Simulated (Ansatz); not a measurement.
# Reading a saddle point

A first-order saddle point of AlNH₄SF₂, singlet, PBE0-D4/def2-TZVP, with one imaginary mode of 468i cm⁻¹:

Al1  (-0.800, 0.365, -0.384)
S2  (1.537, 0.981, -0.719)
F3  (-1.214, -0.513, -1.721)
F4  (-1.609, 1.748, 0.006)
H5  (1.178, 0.067, 0.377)
N6  (-0.189, -0.631, 1.037)
H7  (1.719, -0.038, -1.577)
H8  (-0.229, -1.641, 0.998)
H9  (-0.392, -0.338, 1.983)
(Å)

Program: Ansatz 0.2.0. Basis: def2-TZVPP and def2-QZVPP. Cores are frozen in the correlated methods. Extrapolation: Hartree–Fock as exp(−7.88 √X), correlation as X^−2.97.

Which contacts change along the imaginary mode, and what lies on either side? (A judgement: the text doesn't fix the answer.)

The calculation gives: The step is AlHSF₂ ([F][Al]([F])[SH]) + NH₃ → AlNH₂F₂ ([NH2][Al]([F])[F]) + H₂S (still joined by a long Al–S bond), with the molecules in contact on both sides. Shortening one way: Al1–N6, S2–H5; lengthening the same way: Al1–S2, H5–N6.
| pair | one side (Å) | saddle (Å) | other side (Å) |
| --- | --- | --- | --- |
| Al1–N6 | 2.01 | 1.84 | 1.77 |
| S2–H5 | 3.22 | 1.47 | 1.34 |
| Al1–S2 | 2.20 | 2.44 | 2.52 |
| H5–N6 | 1.02 | 1.67 | 3.37 |

Which side is lower, and how far does the saddle lie above each? (An estimate is asked for; the value comes from the calculation.)

The calculation gives: The side with Al1–S2, H5–N6 short is lower by 1.190 eV; the saddle lies 1.494 eV above it and 0.304 eV above the other (CCSD(T) at an estimated basis limit (MP2 extrapolated from triple and quadruple zeta, plus CCSD(T) − MP2 in triple zeta); electronic energies).

The T1 diagnostic stays at or below 0.012.

Labels in which every atom is bracketed show which atoms are joined, not bond orders.

For scale, one of the runs: CCSD(T)/def2-TZVPP, 233 basis functions, launched by `ansatz run in.yaml --threads 4 --pin off --events-out ev --progress --plain --max-ram 9574MiB`. Hardware: 4 CPU threads of an Intel Xeon 6975P-C, shared host. Wall time 32 s; peak host memory 4.4 GiB.
